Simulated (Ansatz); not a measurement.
Consider the redistribution: `[NH2][Ge]([NH2])([Cl])[Cl]` + `[NH]=[Mo](=[NH])([Cl])[Cl]` → `[NH2][Ge]([Cl])([Cl])[Cl]` + `[NH]=[Mo](=[NH])([NH2])[Cl]`.

Computed with Ansatz on PBE0-D4/def2-TZVP structures; ΔE is electronic, products minus reactants. CCSD(T)/CBS is the MP2 limit (def2-TZVPP, def2-QZVPP) plus CCSD(T) − MP2 in def2-TZVPP, frozen cores. DFT in def2-TZVPP. B3LYP here is the variant with VWN-RPA as its local correlation; programs differ in this. def2 core potentials past Kr. For Ge, Mo outer-core shells are correlated without core-valence functions, which leaves a few kJ/mol of doubt a bond. Scalar relativity is left out up to krypton. Each species was taken in one conformer, which may not be the lowest.

`[NH2][Ge]([NH2])([Cl])[Cl]`:

```xyz
9

N     0.267    0.514    1.477
Ge   -0.402    0.106   -0.148
N     0.855   -0.810   -1.064
Cl   -2.143   -1.156   -0.178
Cl   -1.018    1.987   -0.987
H     0.490   -0.287    2.051
H    -0.278    1.182    2.004
H     0.526   -1.247   -1.912
H     1.703   -0.290   -1.243
```

`[NH]=[Mo](=[NH])([Cl])[Cl]`:

Cartesian coordinates in Å:
```
N -0.921 -1.163 -0.010
Mo -0.240 0.404 -0.119
N 1.427 0.309 0.260
Cl -0.428 1.098 -2.269
Cl -1.238 1.709 1.445
H -0.863 -2.158 0.166
H 2.262 -0.198 0.526
```

`[NH2][Ge]([Cl])([Cl])[Cl]`:

```xyz
7

N     0.668    1.035   -0.106
Ge   -0.187   -0.536    0.120
Cl    0.928   -2.041   -0.878
Cl   -0.297   -0.934    2.202
Cl   -2.185   -0.617   -0.644
H     0.831    1.281   -1.074
H     0.242    1.812    0.382
```

`[NH]=[Mo](=[NH])([NH2])[Cl]`:

Cartesian coordinates in Å:
```
N 0.453 -0.256 -1.649
Mo -0.335 -0.283 -0.118
N 0.443 -1.344 0.995
N -0.222 1.496 0.615
Cl -2.498 -0.985 -0.414
H 1.129 -0.568 -2.333
H 1.116 -2.048 1.265
H -0.045 1.676 1.591
H -0.039 2.311 0.049
```

```
             level  ΔE (kJ/mol)  difference from CCSD(T)/CBS
       LDA (SPW92)         14.0                         -8.3
          B3LYP-D4         14.6                         -7.7
        r2SCANh-D4         17.8                         -4.5
          BHLYP-D4         16.8                         -5.5
      CAM-B3LYP-D4         14.7                         -7.6
            B2PLYP         22.7                          0.4
            revPBE         14.6                         -7.7
            r2SCAN         17.7                         -4.6
             B3LYP         15.7                         -6.6
           r2SCANh         17.9                         -4.4
         CAM-B3LYP         15.2                         -7.1
       HF/def2-SVP         16.9                         -5.4
     HF/def2-TZVPP         19.9                         -2.4
    MP2/def2-TZVPP         33.8                         11.5
SCS-MP2/def2-TZVPP         31.3                          9.0
     HF/def2-QZVPP         20.7                         -1.6
       CCSD(T)/CBS         22.3                            0
```

Largest T1 diagnostic among the species: 0.021, so the coupled-cluster value is less sure than usual.

At CCSD(T), def2-SVP lies −7.5 kJ/mol from the extrapolated value and def2-TZVPP −2.3 kJ/mol. From BLYP to BHLYP (50 % exact exchange), in def2-TZVPP and without D4, ΔE moves by +3.4 kJ/mol. Leaving LDA and LC-ωPBE aside and taking each functional with its dispersion term where it has one, the values, not all of them listed here, spread over 11.4 kJ/mol, from BLYP-D4 to PBE-QIDH.
